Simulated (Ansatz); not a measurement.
Basis-set series for Al2GaH6N (`[NH2][Al]([AlH2])[GaH2]`). Total charge 0; spin multiplicity 1. Geometry: relaxed with PBE0-D4/def2-TZVP. It is one conformer, not always the lowest.

```json
{"functional": "PBE0-D4", "basis": "def2-TZVPP", "functions": "247", "energy (Eh)": "-2467.56435", "HOMO (eV)": "-6.22", "LUMO (eV)": "-2.46"}
{"functional": "PBE0-D4", "basis": "def2-QZVPP", "functions": "466", "energy (Eh)": "-2467.62643", "HOMO (eV)": "-6.23", "LUMO (eV)": "-2.48"}
{"functional": "ωB97M-V", "basis": "def2-TZVPP", "functions": "247", "energy (Eh)": "-2467.93091", "HOMO (eV)": "-8.04", "LUMO (eV)": "-0.80"}
{"functional": "ωB97M-V", "basis": "def2-QZVPP", "functions": "466", "energy (Eh)": "-2467.99189", "HOMO (eV)": "-8.06", "LUMO (eV)": "-0.89"}
```

(1) Give the rows for def2-SVP. (Estimate.)

## Answers

(1) Computed: 
| functional | basis | functions | energy (Eh) | HOMO (eV) | LUMO (eV) |
| --- | --- | --- | --- | --- | --- |
| PBE0-D4 | def2-SVP | 112 | -2467.07699 | -6.20 | -2.39 |
| ωB97M-V | def2-SVP | 112 | -2467.44187 | -7.98 | -0.67 |

Scalar relativity is left out up to krypton.
